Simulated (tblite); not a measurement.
Compound: C7H8SSi.
Bonds: C1–C2 (triple), C2–C3, C3–C4 (double), C4–S5 (double), C3–Si6, Si6–C7, C7–C8, C8–C9, C7–C9. Hydrogens: H10 on C1; H11, H12 on Si6; H13 on C7; H14, H15 on C8; H16, H17 on C9.

A start from a force field or distance geometry was refined with GFN2-xTB geometry optimisation, gas phase in tblite. Values at the start:

```csv
coordinate,start
C1≡C2,1.226 Å
C1–H10,1.051 Å
C2–C3,1.441 Å
C3=C4,1.311 Å
C3–Si6,1.855 Å
C4=S5,1.607 Å
Si6–C7,1.835 Å
Si6–H11,1.481 Å
C7–C8,1.534 Å
C7–H13,1.102 Å
C8–C9,1.510 Å
C8–H14,1.113 Å
C8–H15,1.106 Å
C1–C2–C3,179.3°
C2–C3–C4,122.2°
C2–C3–Si6,115.6°
C3–C4–S5,179.0°
C3–Si6–C7,114.7°
C4–C3–Si6,122.2°
Si6–C7–C8,115.0°
C7–C8–C9,58.6°
C2–C3–Si6–C7,159°
C3–Si6–C7–C8,-111°
Si6–C7–C8–C9,115°
Si6–C7–C9–C8,-102°
```

Question: How do these coordinates change at the GFN2-xTB level?

Answer: 
| coordinate | GFN2-xTB (Å or °) | change |
| --- | --- | --- |
| C3–Si6 | 1.915 | +0.060 |
| C4=S5 | 1.559 | -0.048 |
| Si6–C7 | 1.877 | +0.042 |
| C2–C3 | 1.401 | -0.040 |
| C8–H14 | 1.080 | -0.033 |
| C7–C8 | 1.504 | -0.030 |
| C8–H15 | 1.080 | -0.026 |
| C1≡C2 | 1.201 | -0.025 |
| C8–C9 | 1.490 | -0.020 |
| C7–H13 | 1.084 | -0.018 |
| C3=C4 | 1.298 | -0.013 |
| Si6–H11 | 1.469 | -0.012 |
| C1–H10 | 1.048 | -0.003 |
| C3–C4–S5 | 172.8 | -6.2 |
| C3–Si6–C7 | 108.6 | -6.1 |
| Si6–C7–C8 | 119.7 | +4.7 |
| C2–C3–C4 | 126.4 | +4.2 |
| C4–C3–Si6 | 118.5 | -3.7 |
| C7–C8–C9 | 60.4 | +1.8 |
| C1–C2–C3 | 177.9 | -1.4 |
| C2–C3–Si6 | 115.1 | -0.5 |
| C3–Si6–C7–C8 | -163 | -52 |
| C2–C3–Si6–C7 | 171 | +12 |
| Si6–C7–C9–C8 | -109 | -7 |
| Si6–C7–C8–C9 | 109 | -6 |

The energy falls by 45.1 kJ/mol over 139 L-BFGS steps, the largest force on an atom goes from 2.59 to 0.009 eV/Å, and the atoms move by 0.695 Å rms after alignment. The bond that changes most is C3–Si6 (outer carbon of cumulated double bonds to SiH2 silicon), which lengthens by 0.060 Å. Bonds longer at the end by more than 0.005 Å: 3 of 17; shorter: 13. Among the dihedrals that turn most is C3–Si6–C7–H13, from 120° to 52°. Rotational constants go from 1293, 870.4, 565.0 to 1371, 840.4, 552.5 MHz.

Time: 1.3 s of wall time. Hardware: one thread, Arm Neoverse V1 (aarch64), no GPU (shared host).

Its lowest GFN2-xTB frequency is 12 cm⁻¹, too small to tell a flat minimum from a shallow saddle. The numbers are those of one conformer. 3 starts were optimised and ended at 0.00, 0.20 and 0.52 kcal/mol (GFN2-xTB); the lowest of these is shown.

The numbers are calculated, not measured.
